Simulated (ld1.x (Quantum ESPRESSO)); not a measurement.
Values are calculated unless marked as measured or tabulated.
**Hardness and transferability of assorted potentials**

Generated with ld1.x 7.5 (TM, RRKJ, ultrasoft, PAW), atompaw 4.2 or ONCVPSP 4.0.1. The cutoff is in Ry: for ld1.x and atompaw files where the sum of valence levels is converged to 10 mRy in a Bessel basis, for ONCV files where the hardest occupied wave has 1 mHa per electron of residual kinetic energy. The error is the largest all-electron minus pseudo excitation energy over each file’s own four to seven test configurations (ionisations up to +4, promotions, holes and added fractions of an electron), all of which were solved. The labels leave out finer settings (local radius, basis sizes, second energies), which also bear on the numbers. Spin-polarised tests are not counted. The rows are a selection from randomly drawn settings: files with unsolved tests, undetermined cutoffs or missed reference levels are left out.

```csv
element,potential,cutoff (Ry),largest error (meV),bound ghosts
Be,"ultrasoft, PBEsol, scalar-relativistic, rc 1.55/2.45 (sp), local smoothed, core correction yes, reference 2s1 2p0",8,+30,none
S,"ultrasoft, PBEsol, scalar-relativistic, rc 1.55/1.50 (sp), local smoothed, core correction no, reference 3s1 3p5",18,+131,none
Ba,"TM, LDA (PZ), scalar-relativistic, rc 3.75/4.20/3.30 (spd), local s, core correction yes, reference 5d0 6s1 6p0",6,-58,none
```

Problem. Fill in the row for Bi: TM, PBE, scalar-relativistic, rc 2.00/2.50/1.35 (spd), local s, core correction yes, reference 5d10 6s2 6p3.

Solution. cutoff 70 Ry, largest error -72 meV, bound ghosts: none.

Problem. Fill in the row for C: TM, PW91, scalar-relativistic, rc 0.74/2.32 (sp), local smoothed, core correction no, reference 2s2 2p2.

Solution. cutoff 140 Ry, largest error +980 meV, bound ghosts: none.

Problem. Fill in the row for N: PAW, PBEsol, scalar-relativistic, rc 1.00/1.70/1.80 (spd), local smoothed, core correction yes, reference 2s2 2p3.

Solution. cutoff 25 Ry, largest error -14 meV, bound ghosts: none.
